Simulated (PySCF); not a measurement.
Computed IR spectrum (relative IR intensity) of a molecule ClGeH6NSi. Geometry: PBE-D3(BJ)/def2-SVP. One conformer was computed; it need not be the lowest. Calculation: PBE-D3(BJ)/def2-SVP (PySCF). Frequencies are harmonic and unscaled.

Lines under 2 % of the strongest are left out, and lines within 2 cm⁻¹ are merged.

```
ν (cm⁻¹)  relative intensity
--------  ------------------
222                      6.4
289                       13
341                      6.9
442                       11
449                      7.7
461                       65
516                       67
669                       41
758                      100
796                       17
842                      3.1
852                       19
859                       32
889                       52
1496                      18
2067                      34
2081                      52
2094                      46
2181                      53
3476                      13
3572                      14
```

Question: Which structure fits?
A) N[Si@@H](Cl)[GeH3]
B) [NH2][Ge@@H]([SiH3])[Cl]
C) [SiH3][NH][GeH2][Cl]
D) [NH2][GeH2][SiH2]Cl

Answer: A, N[Si@@H](Cl)[GeH3]
